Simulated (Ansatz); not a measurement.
Basis-set extrapolation for `C1COCOCCO1` (PBE0-D4/def2-TZVP geometry, frozen core, Ansatz). Multiplicity 1, RHF reference.

```tsv
	def2-TZVPP	def2-QZVPP
HF	-419.878462	-419.897788
MP2 correlation	-1.547808	-1.658513
CCSD(T) correlation	-1.661440	not run
```

Energies in hartree. Use E(X) = E(∞) + A·exp(−7.88·√X) for Hartree–Fock and E(X) = E(∞) + B·X^(−2.97) for correlation, with X = 3 and 4, and add CCSD(T) minus MP2 of the smaller set to the MP2 limit.

Task: What is the CCSD(T) energy at the basis-set limit?

Result: HF limit: -419.897788 + (-0.019326) × 0.13774 = -419.90045. MP2 limit: -1.658513 + (-0.110705) × 0.74074 = -1.74052. Higher-order term: -1.661440 − (-1.547808) = -0.11363. Total: -421.75460 hartree, 5.84 eV below CCSD(T)/def2-TZVPP.
